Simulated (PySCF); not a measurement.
chloro(silyl)silane (ClH5Si2), SMILES [SiH2](Cl)[SiH3]. Heavy atoms are numbered as in [SiH3:1][SiH2:2][Cl:3]. Hydrogens are named by the atom that carries them.

The structure is a stationary point at B3LYP-D3(BJ)/def2-SVP.

Calculation: HF/pcSseg-1 run with PySCF.

GIAO shieldings, no solvent; atoms alike by connectivity are averaged. δ = σ(ref) − σ: ²⁹Si against TMS (σ = 393.8 ppm); ³⁵Cl against HCl (σ = 958.2 ppm); ¹H against TMS (σ = 31.99 ppm), references at their B3LYP-D3(BJ)/def2-TZVP geometries, non-relativistic (without spin–orbit terms, shifts of atoms bonded to Cl or Br come out too high).

Computed chemical shifts:
| nucleus | atoms | count | δ (ppm) |
|---|---|---|---|
| ²⁹Si | Si2 (SiH2) | 1 | -21.2 |
| ²⁹Si | Si1 (SiH3) | 1 | -88.9 |
| ³⁵Cl | Cl3 | 1 | -119.1 |
| ¹H | H on Si2 | 2 | 5.05 |
| ¹H | H on Si1 | 3 | 3.72 |
